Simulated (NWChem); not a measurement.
BaCl2; SMILES [Cl][Ba][Cl]

def2 effective core potentials on Ba; no spin-orbit coupling.

Give the equilibrium geometry at PBE-D3(BJ)/def2-SVP with def2 effective core potentials on Ba (NWChem) as a Z-matrix, with the point group.

point group C2v; any orientation.
```
Ba
Cl 1 2.7553
Cl 1 2.7553 2 123.10
```
